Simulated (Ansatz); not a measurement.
The cluster Zr5⁺, relaxed as a doublet with UKS PBE-D4/def2-SVP in Ansatz, starting from the GFN1-xTB geometry. Force threshold 0.02 eV/Å.

In the def2 sets Zr takes a core potential; there is no spin–orbit coupling. The charge 1 doublet is spin-contaminated (final ⟨S²⟩ up to 1.62, 0.75 for a pure state). The structure comes from a short search, and lower isomers may exist.

Start:

```xyz
5

Zr   -0.893    1.192    1.664
Zr    0.621   -1.812   -1.147
Zr    1.807   -0.295    1.287
Zr    0.538    1.235   -1.028
Zr   -2.073   -0.320   -0.775
```

(1) Estimate the energy that the relaxation releases and the steps that it takes.

(2) Does the start keep its bonding and symmetry?

(3) Predict the relaxed structure.

## Answers

(1) 56.8 kcal/mol, in 15 steps; 2.8 min on 4 threads of Arm Neoverse V1 on a shared host. No frequencies were taken in this run, so the end may be a saddle point.

(2) By distances, no bond broke or formed, bridged metal pairs apart. The bond that changes most is Zr1–Zr2, from 4.38 to 2.85 Å (atoms count from 1). Metal–metal contacts that move far: Zr1–Zr2 4.38 to 2.85 Å. The end is the same structure that another start reached, the lowest one found. Point group C4v at the start, Cs at the end, both within 0.05 Å.

(3) 
Cartesian coordinates in Å:
```
Zr -0.758 0.396 1.400
Zr 0.197 -1.571 -0.426
Zr 1.991 -0.010 1.052
Zr 0.565 1.210 -1.008
Zr -1.995 -0.024 -1.017
```
Bond lengths (bridged metal pairs left out): 9 × Zr–Zr 2.75 to 2.87 Å.
